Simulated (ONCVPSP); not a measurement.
**Before and after: ONCV potential for manganese (Mn)**

```json
{"Element": "manganese (Mn)", "Generator": "ONCVPSP 4.0.1", "Type": "optimised norm-conserving Vanderbilt (ONCV)", "Functional": "LDA (Perdew-Wang 92)", "Relativity": "scalar-relativistic", "Frozen core": "[Ne]", "Valence charge": "15", "Reference configuration": "3s2 3p6 3d5 4s2", "Partial waves": "3s+4s: rc 1.30 bohr, ncon 3, nbas 6, qcut 9.1 1/bohr, 3 projectors, debl 4 Ha; 3p: rc 1.30 bohr, ncon 3, nbas 8, qcut 10.5 1/bohr, 2 projectors, debl 1.5 Ha; 3d: rc 1.05 bohr, ncon 4, nbas 9, qcut 14.7 1/bohr, 1 projector", "Local potential": "polynomial inside 0.95 bohr (lpopt 5, dvloc0 6 Ha)", "Core correction": "none"}
```

In the p channel the program set the typed energies aside and used -2.002, 0.250 Ha.

All-electron outer shells of the reference configuration (LDA (PZ), scalar-relativistic, ld1.x):

| shell | level (eV) | outermost node (bohr) | outermost maximum (bohr) |
| --- | --- | --- | --- |
| 2p | -629.78 | – | 0.19 |
| 3s | -85.40 | 0.34 | 0.74 |
| 3p | -54.49 | 0.31 | 0.75 |
| 3d | -7.01 | – | 0.75 |
| 4s | -5.29 | 1.06 | 2.47 |

Change: s: nproj 4.

Cutoffs: the cutoffs (Ha) at which the residual kinetic energy of the hardest occupied pseudo-wave falls to 1 and 0.1 mHa per electron; they do not see the model core or the augmentation charge, which bear on the density cutoff. Errors are all-electron minus pseudo energies relative to the spin-unpolarised reference configuration.

Problem. What does the change do?

Solution. The potential gets neither clearly harder nor softer (80 Ha and 92 Ha → 80 Ha and 92 Ha); the bound ghost in s disappears; the errors of the 4 common tests hardly move.

```tsv
quantity	base	changed
cutoff, loose	80 Ha	80 Ha
cutoff, tight	92 Ha	92 Ha
bound ghosts	s	none
GHOST(+) flags under 300 eV	none	none
error for 3s2 3p6 3d5 4s1, meV [ΔE 8.65 eV]	-0.1	-0.2
error for 3s2 3p6 3d5 4s0, meV [ΔE 24.52 eV]	+0.8	+0.7
error for 3s2 3p6 3d4 4s0, meV [ΔE 57.33 eV]	-7.4	-7.5
error for 3s2 3p6 3d4 4s2 4p1, meV [ΔE 7.93 eV]	+7.0	+7.0
s: phases at 1.32 bohr within 0.05 rad from the reference energy up to (Ha; the scan ends near 5)	to the end of the scan	to the end of the scan
p: phases at 1.32 bohr within 0.05 rad from the reference energy up to (Ha; the scan ends near 5)	to the end of the scan	to the end of the scan
d: phases at 1.06 bohr within 0.05 rad from the reference energy up to (Ha; the scan ends near 5)	4.4	4.4
```

 A true bound ghost makes a file unfit for plane-wave use even where its test errors are small: the radial tests pick states by their node count and pass the ghost by.
